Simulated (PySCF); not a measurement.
**Correlation energy of Pb⁺ (lead, charge +1)**

[Xe] 4f14 5d10 6s2 6p1, 2P determinant. Computed with PySCF 2.14 in x2c-TZVPPall with one added diffuse shell each of s, p, d, f type (12s8p7d4f, 99 functions), with scalar relativity by spin-free X2C-1e. Frozen: [Xe] 4f14 5d10; 3 electrons correlated.

```
  level  correlation energy (mhartree)
   CCSD                         -35.28
    (T)                          -0.40
CCSD(T)                         -35.68
```

Diagnostics: T1 = 0.0071, D1 = 0.0164, largest double amplitude 0.071.

Spin-orbit coupling, absent here, splits the open shell strongly.

Cost of the coupled-cluster step: roughly 8 core-seconds, for 3 correlated electrons.
